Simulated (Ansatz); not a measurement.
Mg₃Si. The state is a singlet with charge 0. Geometry relaxed at r2SCAN-D4/def2-TZVP.

```
atom   x (Å)   y (Å)   z (Å)
 Mg1   0.328   0.713   2.401
 Mg2  -1.198  -0.336  -2.315
 Mg3   1.538  -0.662  -0.178
 Si4  -0.667   0.285   0.092
```

The restricted singlet is unstable: a solution with broken spin symmetry lies lower. At PBE0-D4/def2-TZVP a triplet of charge 0 lies 0.39 eV below the restricted singlet, each at its own geometry. The structure comes from a short search, and lower isomers may exist.

**Question.** Estimate the harmonic wavenumbers at RKS r2SCAN-D4/def2-TZVP (Ansatz, unscaled). Is this a minimum?

**Answer.** 22i, 21, 101, 227, 340, 406 cm⁻¹. Yes, no mode is imaginary beyond noise. Zero-point energy 6.5 kJ/mol. Run time 51 s (4 threads of Intel Xeon on a shared host).
